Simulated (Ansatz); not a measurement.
Geometry optimisation, RKS B3LYP/def2-SVP in Ansatz 0.2.0.

Input:

```yaml
crystal:
  periodic: [false, false, false]
  atoms:
    - { symbol: B, position_ang: [0.0, 0.0, 0.0] }
    - { symbol: Cl, position_ang: [0.0, 0.0, 2.21] }
    - { symbol: Cl, position_ang: [1.6108, 0.0, -0.93] }
    - { symbol: "N", position_ang: [-1.3423, 0.0, -0.775] }
    - { symbol: H, position_ang: [-2.0112, -0.8164, -0.6764] }
    - { symbol: H, position_ang: [-1.5914, 0.8164, -1.4036] }
    - { symbol: Br, position_ang: [0.1049, 2.2181, 0.7379] }
    - { symbol: H, position_ang: [0.0612, 1.2949, 1.8904] }
basis:
  gaussian: { orbitals: def2-SVP }
hamiltonian:
  xc: b3lyp
relax:
  f_tol: 0.15
  max_steps: 25
  restrain:
    - { distance: [0, 6], at: 2.04, k: 30.0 }
    - { distance: [7, 1], at: 1.37, k: 30.0 }
    - { distance: [0, 1], at: 3.06, k: 30.0 }
    - { distance: [7, 6], at: 2.75, k: 30.0 }
```

Command:

```bash
$ ansatz run input.yaml --threads 4 --pin off --max-ram 5120MiB --backend cpu --events-out ev --progress --plain --runs-dir out
```

Task: Where does it end, and by what steps?

Result: It converged. The restraints hold the end off the free minimum; the threshold counts their pulls, which the force column leaves out. Restrained pairs: B1–Br7 (2.34 → 2.02 Å), Cl2–H8 (1.34 → 1.33 Å), B1–Cl2 (2.21 → 3.07 Å), Br7–H8 (1.48 → 2.75 Å). After 8 steps the energy has fallen by 4.047 eV (the restraints' own energy left out); H6 moved furthest, 0.82 Å.

| step | energy less start (eV) | largest force component (eV/Å) | accepted |
| --- | --- | --- | --- |
| 0 | 0.0000 | 7.117 | yes |
| 1 | -1.4697 | 2.903 | yes |
| 2 | -2.2395 | 2.741 | yes |
| 3 | -2.8140 | 1.872 | yes |
| 4 | -3.2810 | 1.974 | yes |
| 5 | -3.6770 | 1.731 | yes |
| 6 | -3.9307 | 0.985 | yes |
| 7 | -4.0338 | 0.976 | yes |
| 8 | -4.0469 | 1.017 | yes |

```xyz
8
Properties=species:S:1:pos:R:3
B -0.008 0.564 -0.484
Cl -0.194 -0.171 2.494
Cl 1.446 -0.423 -0.626
N -1.265 0.106 -0.831
H -1.435 -0.859 -1.089
H -2.093 0.685 -0.766
Br 0.186 2.513 0.000
H 0.195 1.097 2.356
```

Run time: 22 s on 4 threads of Arm Neoverse V1, on a shared host, peak memory 0.29 GiB.
